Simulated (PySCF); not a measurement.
Si(H)3(NHMe) (CH7NSi), SMILES CN[SiH3].

Coordinates come from a B3LYP-D3(BJ)/def2-SVP optimisation.

All values below come from TDA-PBE0/def2-SVPD (PySCF).

Vertical excitations. 

List the lowest excited states. (The exact figures need the calculation; the answer reports its results.)


| state | energy (eV) | λ (nm) | f | main pairs |
|---|---|---|---|---|
| S1 | 5.71 | 217 | 0.003 | HOMO→LUMO 99 % |
| S2 | 6.68 | 186 | 0.025 | HOMO→LUMO+1 63 %, HOMO→LUMO+2 34 % |
| S3 | 6.76 | 184 | 0.006 | HOMO→LUMO+2 59 %, HOMO→LUMO+1 34 % |
| S4 | 7.23 | 171 | 0.006 | HOMO→LUMO+3 90 % |
| S5 | 7.37 | 168 | 0.016 | HOMO→LUMO+5 84 % |
| S6 | 7.54 | 165 | 0.042 | HOMO→LUMO+4 83 %, HOMO→LUMO+5 13 % |
| S7 | 8.47 | 146 | 0.100 | HOMO→LUMO+6 88 % |
| S8 | 8.54 | 145 | 0.040 | HOMO−1→LUMO 88 % |
| S9 | 8.55 | 145 | 0.033 | HOMO−2→LUMO 82 % |
| S10 | 8.71 | 142 | 0.005 | HOMO→LUMO+7 86 % |
| T1 | 5.41 | 229 | 0 | HOMO→LUMO 93 % |
| T2 | 6.42 | 193 | 0 | HOMO→LUMO+1 76 %, HOMO→LUMO+2 16 % |
| T3 | 6.56 | 189 | 0 | HOMO→LUMO+2 74 %, HOMO→LUMO+1 14 % |
| T4 | 6.98 | 178 | 0 | HOMO→LUMO+4 64 %, HOMO→LUMO+3 28 % |
Triplets are in the Tamm–Dancoff approximation.
